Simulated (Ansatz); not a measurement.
Species: sum formula H5BSiO6 (charge 0, singlet). SMILES: OB(O)O[Si](O)(O)O
Coordinates optimised at B3LYP-D3(BJ)/def2-TZVP (Ansatz, a first-principles code):
```xyz
13

O     -1.8848    -0.6501     0.9789
B     -1.7122     0.1975    -0.1062
O     -2.7374     0.8332    -0.7531
O     -0.4533     0.4007    -0.5600
Si     1.0429    -0.0491    -0.0345
O      0.9139    -1.4211     0.8315
O      2.0201    -0.2442    -1.3246
O      1.6967     1.1267     0.8835
H     -2.7837    -0.7704     1.2934
H     -3.6208     0.6663    -0.4171
H      0.0567    -1.5507     1.2545
H      1.7650    -0.8790    -1.9979
H      2.1011     1.8712     0.4318
```

Wanted: atomisation energy (electronic, to ground-state atoms), in kcal/mol. Cores are frozen in the correlated levels unless marked. UHF or UKS for open shells. Spin-orbit coupling is left out. No relativistic terms. The coupled-cluster limit lacks core correlation, which all-electron functionals hold. CBS marks a two-point X^-3 extrapolation of the correlation energy; Hartree-Fock from the larger set.

| level | program | atomisation energy (kcal/mol) |
|---|---|---|
| PBE-D4/def2-TZVPD | Ansatz + dftd4 | ? |
| revPBE-D4/def2-TZVPD | Ansatz + dftd4 | 1369.6 |
| wB97X-V/def2-TZVPD | Ansatz | ? |
| SCS-MP2/aug-cc-pV(D+d)Z | Ansatz | 1318.7 |
| CCSD(T)/CBS(cc-pV(T+d)Z,cc-pV(Q+d)Z) | Ansatz | 1403.8 |

Complete the blanks.


- PBE-D4/def2-TZVPD, atomisation energy (kcal/mol): 1416.4
- wB97X-V/def2-TZVPD, atomisation energy (kcal/mol): 1390.5
